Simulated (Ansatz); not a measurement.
A short molecular-dynamics run on `BO[Si](C)(C)C`.

```yaml
crystal:
  periodic: [false, false, false]
  atoms:
    - {symbol: B, position_ang: [-0.820121, -2.307215, -0.827067]}
    - {symbol: O, position_ang: [-0.361141, -1.489297, 0.129364]}
    - {symbol: Si, position_ang: [0.080870, 0.123066, 0.197309]}
    - {symbol: C, position_ang: [-0.150204, 0.931462, -1.466419]}
    - {symbol: C, position_ang: [1.868654, 0.153459, 0.716073]}
    - {symbol: C, position_ang: [-1.011395, 0.909814, 1.483381]}
    - {symbol: H, position_ang: [-1.046760, -3.451232, -0.538297]}
    - {symbol: H, position_ang: [-1.000379, -1.902887, -1.948664]}
    - {symbol: H, position_ang: [-1.191616, 0.886439, -1.794060]}
    - {symbol: H, position_ang: [0.463271, 0.454146, -2.234317]}
    - {symbol: H, position_ang: [0.139007, 1.985040, -1.413623]}
    - {symbol: H, position_ang: [2.006537, -0.366311, 1.667315]}
    - {symbol: H, position_ang: [2.502357, -0.333588, -0.029434]}
    - {symbol: H, position_ang: [2.222600, 1.180796, 0.837971]}
    - {symbol: H, position_ang: [-0.909915, 0.399937, 2.444500]}
    - {symbol: H, position_ang: [-2.062427, 0.864808, 1.186971]}
    - {symbol: H, position_ang: [-0.748339, 1.961060, 1.629096]}
basis:
  gaussian: {orbitals: def2-SVP}
hamiltonian: {xc: {name: revPBE}}
md: {timestep: 1 fs, n_steps: 20, ensemble: nve, temperature: 500, initial_velocities: maxwell_boltzmann, seed: 87}
```

```sh
$ ansatz run in.yaml --threads 4 --pin off --events-out ev --progress --plain --max-ram 11315MiB
```

```json
{"step": "0", "time (fs)": "0.0", "potential energy (eV)": "-13883.7082", "kinetic (eV)": "0.9695", "T (K)": "500", "conserved (eV)": "-13882.7387"}
{"step": "1", "time (fs)": "1.0", "potential energy (eV)": "-13883.6691", "kinetic (eV)": "0.9352", "T (K)": "482", "conserved (eV)": "-13882.7339"}
{"step": "2", "time (fs)": "2.0", "potential energy (eV)": "-13883.5447", "kinetic (eV)": "0.8169", "T (K)": "421", "conserved (eV)": "-13882.7278"}
{"step": "3", "time (fs)": "3.0", "potential energy (eV)": "-13883.4251", "kinetic (eV)": "0.6998", "T (K)": "361", "conserved (eV)": "-13882.7253"}
{"step": "4", "time (fs)": "4.0", "potential energy (eV)": "-13883.3526", "kinetic (eV)": "0.6276", "T (K)": "324", "conserved (eV)": "-13882.7249"}
{"step": "5", "time (fs)": "5.0", "potential energy (eV)": "-13883.3335", "kinetic (eV)": "0.6073", "T (K)": "313", "conserved (eV)": "-13882.7262"}
{"step": "6", "time (fs)": "6.0", "potential energy (eV)": "-13883.3458", "kinetic (eV)": "0.6157", "T (K)": "318", "conserved (eV)": "-13882.7300"}
{"step": "7", "time (fs)": "7.0", "potential energy (eV)": "-13883.3354", "kinetic (eV)": "0.6028", "T (K)": "311", "conserved (eV)": "-13882.7326"}
{"step": "8", "time (fs)": "8.0", "potential energy (eV)": "-13883.2800", "kinetic (eV)": "0.5533", "T (K)": "285", "conserved (eV)": "-13882.7267"}
{"step": "9", "time (fs)": "9.0", "potential energy (eV)": "-13883.2694", "kinetic (eV)": "0.5478", "T (K)": "283", "conserved (eV)": "-13882.7217"}
{"step": "10", "time (fs)": "10.0", "potential energy (eV)": "-13883.3678", "kinetic (eV)": "0.6378", "T (K)": "329", "conserved (eV)": "-13882.7300"}
{"step": "11", "time (fs)": "11.0", "potential energy (eV)": "-13883.4630", "kinetic (eV)": "0.7276", "T (K)": "375", "conserved (eV)": "-13882.7354"}
{"step": "12", "time (fs)": "12.0", "potential energy (eV)": "-13883.4695", "kinetic (eV)": "0.7383", "T (K)": "381", "conserved (eV)": "-13882.7313"}
{"step": "13", "time (fs)": "13.0", "potential energy (eV)": "-13883.4321", "kinetic (eV)": "0.7042", "T (K)": "363", "conserved (eV)": "-13882.7280"}
{"step": "14", "time (fs)": "14.0", "potential energy (eV)": "-13883.3982", "kinetic (eV)": "0.6700", "T (K)": "346", "conserved (eV)": "-13882.7282"}
{"step": "15", "time (fs)": "15.0", "potential energy (eV)": "-13883.3690", "kinetic (eV)": "0.6408", "T (K)": "330", "conserved (eV)": "-13882.7282"}
{"step": "16", "time (fs)": "16.0", "potential energy (eV)": "-13883.3444", "kinetic (eV)": "0.6164", "T (K)": "318", "conserved (eV)": "-13882.7279"}
{"step": "17", "time (fs)": "17.0", "potential energy (eV)": "-13883.3252", "kinetic (eV)": "0.5954", "T (K)": "307", "conserved (eV)": "-13882.7298"}
{"step": "18", "time (fs)": "18.0", "potential energy (eV)": "-13883.2862", "kinetic (eV)": "0.5545", "T (K)": "286", "conserved (eV)": "-13882.7317"}
{"step": "19", "time (fs)": "19.0", "potential energy (eV)": "-13883.2125", "kinetic (eV)": "0.4854", "T (K)": "250", "conserved (eV)": "-13882.7271"}
{"step": "20", "time (fs)": "20.0", "potential energy (eV)": "-13883.1753", "kinetic (eV)": "0.4529", "T (K)": "234", "conserved (eV)": "-13882.7224"}
```

Velocities are drawn at the set temperature; a run this short doesn't reach equilibrium.

Frames (Å, forces in eV/Å):

```xyz
17
time=0.0 fs
B    -0.820   -2.307   -0.827   -0.122   -0.241   -0.228
O    -0.361   -1.489    0.129   -0.110   -0.867    0.462
Si    0.081    0.123    0.197    0.251    0.932    0.024
C    -0.150    0.931   -1.466    0.015    0.003    0.056
C     1.869    0.153    0.716   -0.058   -0.008   -0.007
C    -1.011    0.910    1.483    0.037   -0.032   -0.033
H    -1.047   -3.451   -0.538   -0.098   -0.494    0.124
H    -1.000   -1.903   -1.949   -0.085    0.123   -0.460
H    -1.192    0.886   -1.794   -0.529   -0.009   -0.186
H     0.463    0.454   -2.234    0.309   -0.228   -0.408
H     0.139    1.985   -1.414    0.143    0.541    0.005
H     2.007   -0.366    1.667    0.097   -0.266    0.492
H     2.502   -0.334   -0.029    0.346   -0.249   -0.371
H     2.223    1.181    0.838    0.195    0.520    0.068
H    -0.910    0.400    2.445    0.034   -0.250    0.509
H    -2.062    0.865    1.187   -0.549   -0.014   -0.133
H    -0.748    1.961    1.629    0.124    0.539    0.087
17
time=2.0 fs
B    -0.833   -2.306   -0.818   -0.209   -0.454   -0.979
O    -0.362   -1.493    0.139   -0.276   -1.240    0.251
Si    0.082    0.108    0.198    0.410    1.846    0.048
C    -0.128    0.949   -1.475   -2.437    1.357    0.189
C     1.881    0.166    0.718   -0.977    0.029   -0.147
C    -1.017    0.912    1.478    0.137   -0.180    0.854
H    -1.002   -3.492   -0.583   -0.036   -0.033    0.181
H    -1.062   -1.894   -1.969    0.033   -0.029    0.343
H    -1.274    0.926   -1.794    1.959    0.001    0.408
H     0.453    0.452   -2.229    0.573   -0.526   -1.013
H     0.170    2.051   -1.464   -0.187   -0.901    0.110
H     1.974   -0.336    1.681    0.385   -0.271    0.495
H     2.450   -0.324   -0.065    0.729   -0.373   -0.350
H     2.160    1.217    0.791    0.390    0.513    0.133
H    -0.918    0.382    2.461   -0.042    0.039   -0.261
H    -2.073    0.827    1.179   -0.288    0.221   -0.033
H    -0.738    1.967    1.690   -0.164    0.003   -0.229
17
time=4.0 fs
B    -0.846   -2.307   -0.813   -0.219   -0.791   -1.297
O    -0.363   -1.499    0.148   -0.418   -1.495    0.008
Si    0.084    0.094    0.198    0.496    2.519    0.017
C    -0.113    0.970   -1.483   -2.173    0.953   -0.409
C     1.890    0.178    0.719   -0.895    0.098   -0.309
C    -1.022    0.914    1.476   -0.148   -0.217    1.253
H    -0.959   -3.534   -0.622   -0.010    0.512    0.198
H    -1.123   -1.886   -1.977    0.124   -0.104    0.806
H    -1.286    0.965   -1.781    2.329   -0.067    0.378
H     0.462    0.433   -2.259   -0.069    0.018   -0.277
H     0.195    2.084   -1.509   -0.227   -1.302    0.245
H     1.956   -0.314    1.711    0.544    0.060   -0.161
H     2.424   -0.327   -0.112    0.498    0.008    0.411
H     2.112    1.271    0.749    0.349   -0.344    0.154
H    -0.927    0.366    2.468   -0.077    0.184   -0.652
H    -2.094    0.797    1.170    0.287    0.435    0.151
H    -0.734    1.973    1.742   -0.391   -0.466   -0.517
17
time=6.0 fs
B    -0.860   -2.311   -0.812   -0.052   -0.901   -1.062
O    -0.365   -1.509    0.158   -0.497   -1.551   -0.239
Si    0.086    0.085    0.199    0.498    2.870   -0.064
C    -0.104    0.995   -1.493   -0.482   -0.683   -0.672
C     1.896    0.191    0.719   -0.753    0.061   -0.495
C    -1.027    0.915    1.478   -0.336   -0.399    0.907
H    -0.917   -3.557   -0.652   -0.050    0.718    0.223
H    -1.179   -1.881   -1.956    0.109   -0.041    0.742
H    -1.214    1.001   -1.753    0.835   -0.127   -0.064
H     0.468    0.414   -2.299   -0.651    0.622    0.587
H     0.212    2.071   -1.545    0.091   -0.488    0.335
H     1.959   -0.291    1.736    0.606    0.300   -0.660
H     2.418   -0.330   -0.143    0.260    0.352    1.024
H     2.077    1.313    0.713    0.349   -0.935    0.205
H    -0.938    0.356    2.452   -0.045    0.017   -0.379
H    -2.105    0.783    1.167    0.496    0.529    0.204
H    -0.744    1.963    1.775   -0.378   -0.343   -0.594
17
time=8.0 fs
B    -0.874   -2.318   -0.815    0.261   -0.688   -0.354
O    -0.368   -1.523    0.168   -0.477   -1.366   -0.452
Si    0.089    0.079    0.199    0.362    2.866   -0.146
C    -0.097    1.017   -1.504    2.309   -2.379    0.184
C     1.900    0.204    0.718   -0.870   -0.112   -0.566
C    -1.034    0.914    1.482   -0.182   -0.706    0.104
H    -0.877   -3.553   -0.674   -0.112    0.456    0.241
H    -1.231   -1.878   -1.908   -0.049    0.155    0.203
H    -1.115    1.033   -1.729   -2.559   -0.098   -0.821
H     0.451    0.417   -2.319   -0.618    0.658    0.696
H     0.233    2.041   -1.569    0.613    0.932    0.347
H     1.984   -0.257    1.737    0.572    0.247   -0.540
H     2.422   -0.320   -0.137    0.308    0.322    0.928
H     2.056    1.321    0.685    0.423   -0.688    0.237
H    -0.952    0.346    2.422    0.026   -0.338    0.299
H    -2.098    0.790    1.170    0.134    0.452    0.060
H    -0.768    1.942    1.785   -0.141    0.286   -0.419
17
time=10.0 fs
B    -0.887   -2.327   -0.819    0.571   -0.191    0.446
O    -0.373   -1.540    0.176   -0.341   -0.959   -0.597
Si    0.092    0.077    0.199    0.092    2.529   -0.202
C    -0.084    1.032   -1.515    1.578   -2.091    0.985
C     1.901    0.217    0.715   -1.186   -0.383   -0.431
C    -1.041    0.912    1.487    0.250   -0.938   -0.312
H    -0.841   -3.534   -0.687   -0.146   -0.158    0.226
H    -1.286   -1.869   -1.852   -0.278    0.367   -0.448
H    -1.105    1.062   -1.734   -2.464    0.040   -0.698
H     0.412    0.444   -2.314    0.014    0.022   -0.092
H     0.276    2.043   -1.580    0.608    1.023    0.367
H     2.032   -0.214    1.719    0.470   -0.011    0.088
H     2.438   -0.299   -0.097    0.615   -0.058    0.192
H     2.051    1.304    0.665    0.510    0.244    0.199
H    -0.965    0.323    2.403    0.055   -0.422    0.620
H    -2.087    0.813    1.176   -0.469    0.256   -0.171
H    -0.797    1.930    1.780    0.121    0.730   -0.172
17
time=12.0 fs
B    -0.898   -2.337   -0.822    0.594    0.404    0.703
O    -0.378   -1.560    0.182   -0.107   -0.401   -0.653
Si    0.096    0.079    0.199   -0.245    1.974   -0.261
C    -0.065    1.040   -1.523   -1.745   -0.059    1.288
C     1.899    0.228    0.710   -1.158   -0.523   -0.149
C    -1.047    0.906    1.491    0.402   -0.772    0.007
H    -0.810   -3.520   -0.691   -0.146   -0.680    0.143
H    -1.350   -1.846   -1.812   -0.315    0.311   -0.567
H    -1.180    1.091   -1.764    0.856    0.085    0.120
H     0.374    0.471   -2.314    0.685   -0.743   -1.108
H     0.340    2.081   -1.576   -0.043   -0.326    0.378
H     2.097   -0.171    1.704    0.275   -0.158    0.527
H     2.478   -0.280   -0.050    0.778   -0.353   -0.449
H     2.066    1.296    0.653    0.493    0.865    0.120
H    -0.975    0.286    2.406    0.000    0.020    0.212
H    -2.092    0.846    1.176   -0.534    0.054   -0.228
H    -0.822    1.945    1.768    0.211    0.303   -0.083
17
time=14.0 fs
B    -0.907   -2.345   -0.822    0.272    0.647    0.387
O    -0.384   -1.580    0.188    0.177    0.202   -0.632
Si    0.099    0.083    0.199   -0.588    1.349   -0.352
C    -0.052    1.048   -1.527   -2.398    0.477    0.551
C     1.892    0.238    0.705    0.063   -0.333    0.066
C    -1.052    0.898    1.495   -0.046   -0.285    0.266
H    -0.785   -3.530   -0.691   -0.174   -0.579   -0.024
H    -1.426   -1.813   -1.792   -0.033   -0.076   -0.100
H    -1.229    1.124   -1.791    2.241    0.076    0.516
H     0.360    0.473   -2.352    0.466   -0.385   -0.576
H     0.404    2.107   -1.558   -0.535   -1.195    0.291
H     2.172   -0.134    1.706   -0.130   -0.013    0.196
H     2.546   -0.273   -0.017    0.222   -0.082   -0.261
H     2.098    1.317    0.646    0.233    0.294    0.070
H    -0.986    0.250    2.417   -0.073    0.519   -0.281
H    -2.116    0.882    1.168    0.095   -0.131   -0.051
H    -0.839    1.970    1.752    0.208   -0.484   -0.066
17
time=16.0 fs
B    -0.916   -2.352   -0.821   -0.100    0.382    0.060
O    -0.389   -1.600    0.191    0.457    0.747   -0.565
Si    0.101    0.090    0.198   -0.879    0.755   -0.456
C    -0.046    1.057   -1.529   -1.462   -0.535   -0.529
C     1.887    0.247    0.701    1.817   -0.009    0.275
C    -1.057    0.889    1.499   -0.496    0.126    0.001
H    -0.767   -3.561   -0.691   -0.252    0.017   -0.208
H    -1.503   -1.782   -1.776    0.327   -0.471    0.354
H    -1.196    1.160   -1.799    1.826    0.099    0.507
H     0.362    0.461   -2.410   -0.062    0.444    0.736
H     0.448    2.090   -1.529   -0.520   -0.983    0.163
H     2.242   -0.096    1.716   -0.630    0.147   -0.353
H     2.621   -0.269    0.006   -0.640    0.334    0.154
H     2.140    1.350    0.642   -0.156   -0.586    0.029
H    -1.000    0.233    2.418   -0.097    0.629   -0.313
H    -2.137    0.912    1.157    0.620   -0.307    0.112
H    -0.849    1.978    1.734    0.247   -0.790    0.032
17
time=18.0 fs
B    -0.924   -2.357   -0.819   -0.321   -0.020   -0.006
O    -0.393   -1.618    0.194    0.701    1.178   -0.486
Si    0.103    0.097    0.197   -1.050    0.221   -0.506
C    -0.045    1.065   -1.532    0.573   -2.012   -0.401
C     1.886    0.255    0.697    2.671    0.215    0.407
C    -1.064    0.881    1.504   -0.453    0.218   -0.652
H    -0.758   -3.592   -0.699   -0.310    0.528   -0.311
H    -1.568   -1.769   -1.747    0.515   -0.627    0.458
H    -1.098    1.200   -1.789   -0.595    0.316    0.004
H     0.364    0.465   -2.442   -0.212    0.688    1.257
H     0.474    2.038   -1.494    0.035    0.111    0.098
H     2.288   -0.054    1.714   -0.912    0.084   -0.401
H     2.673   -0.253    0.033   -1.031    0.375    0.141
H     2.175    1.361    0.638   -0.411   -0.780   -0.038
H    -1.017    0.238    2.408   -0.066    0.296    0.143
H    -2.136    0.931    1.151    0.513   -0.410    0.083
H    -0.848    1.957    1.718    0.354   -0.382    0.209
17
time=20.0 fs
B    -0.934   -2.362   -0.818   -0.341   -0.265    0.190
O    -0.395   -1.633    0.195    0.899    1.483   -0.424
Si    0.102    0.105    0.194   -1.064   -0.266   -0.444
C    -0.041    1.066   -1.537    2.324   -2.754    0.756
C     1.894    0.265    0.694    2.022    0.231    0.348
C    -1.072    0.873    1.507    0.117   -0.022   -1.129
H    -0.761   -3.604   -0.718   -0.289    0.623   -0.301
H    -1.613   -1.779   -1.701    0.436   -0.490    0.196
H    -1.024    1.253   -1.779   -3.120    0.720   -0.567
H     0.358    0.494   -2.428    0.045    0.225    0.685
H     0.501    1.990   -1.455    0.597    1.012    0.126
H     2.300   -0.009    1.698   -0.825   -0.177    0.180
H     2.688   -0.224    0.065   -0.681   -0.030   -0.338
H     2.196    1.345    0.633   -0.400   -0.129   -0.124
H    -1.036    0.255    2.404   -0.014   -0.140    0.616
H    -2.116    0.934    1.147   -0.157   -0.377   -0.128
H    -0.834    1.923    1.709    0.452    0.357    0.359
```

Run time 41 s (4 threads of an Arm Neoverse V2 on a shared host); peak host memory 0.74 GiB.
